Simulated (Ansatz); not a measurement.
H₂W₂⁺. The state is a doublet with charge 1. Geometry relaxed at PBE-D4/def2-TZVP.

```xyz
4

W    -0.4071    0.9072    0.4004
W     0.4051   -0.9062   -0.3981
H     1.8226   -0.6731    0.5061
H    -1.8206    0.6721   -0.5085
```

In the def2 sets W takes a core potential; there is no spin–orbit coupling. The charge 1 doublet is spin-contaminated (final ⟨S²⟩ up to 0.93, 0.75 for a pure state). The structure comes from a short search, and lower isomers may exist.

(1) Estimate the harmonic wavenumbers at UKS PBE-D4/def2-TZVP (Ansatz, unscaled). Is this a minimum?

Answers

(1) 300, 359, 404, 775, 1989, 2010 cm⁻¹. Yes, no mode is imaginary beyond noise. Zero-point energy 34.9 kJ/mol. Run time 16 s (4 threads of Intel Xeon Platinum 8488C on a shared host).
